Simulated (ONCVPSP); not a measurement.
# Ho (Z = 67): ONCV pseudisation with LDA (Perdew-Zunger), scalar-relativistic reference atom.

* Element: holmium
* Generator: ONCVPSP 4.0.1
* Type: optimised norm-conserving Vanderbilt (ONCV)
* Functional: LDA (Perdew-Zunger)
* Relativity: scalar-relativistic
* Frozen core: [Kr] 4d10
* Valence charge: 21
* Reference configuration: 4f11 5s2 5p6 6s0.5 (charge +1.5)
* Partial waves: 5s+6s: rc 2.45 bohr, ncon 5, nbas 8, qcut 4.1 1/bohr, 2 projectors; 5p: rc 1.55 bohr, ncon 4, nbas 8, qcut 6.2 1/bohr, 2 projectors, debl 2.5 Ha; d scattering state at 0.42 Ha: rc 2.30 bohr, ncon 4, nbas 8, qcut 3.9 1/bohr, 2 projectors, debl 3.2 Ha; 4f: rc 0.70 bohr, ncon 4, nbas 7, qcut 16.8 1/bohr, 1 projector
* Local potential: polynomial inside 0.45 bohr (lpopt 5, dvloc0 6 Ha)
* Core correction: Teter function, fcfact 1.75, rcfact 1.75

In the d channel the program set the typed energies aside and used 0.050, 3.250 Ha.

All-electron outer shells of the reference configuration (LDA (Perdew-Zunger), scalar-relativistic, ld1.x):

| shell | level (eV) | outermost node (bohr) | outermost maximum (bohr) |
| --- | --- | --- | --- |
| 5s | -60.94 | 0.62 | 1.13 |
| 5p | -36.37 | 0.66 | 1.29 |
| 4f | -13.66 | – | 0.53 |
| 6s | -12.04 | 1.53 | 3.07 |

Calculated quality:

```
Cutoffs needed             : 413 Ha and 554 Ha (the cutoffs (Ha) at which the residual kinetic energy of the hardest occupied pseudo-wave falls to 1 and 0.1 mHa per electron)
Ghost test                 : ghosts flagged at negative energy: s at -1309.5 eV, s at -93.2 eV, p at -762.6 eV, d at -1064.8 eV; GHOST(+) flagged for d at 170.5 eV; a true bound ghost makes a file unfit for plane-wave use
Configuration tests        : tests left out (the all-electron energies of this program are off by 10 to 40 meV for near-neutral 4f atoms)
rms error of d²Exc/dni dnj : 6.73 mHa without and 4.31 mHa with the model core
```

Generation and tests took about 6.4 s on one core of a shared server CPU.
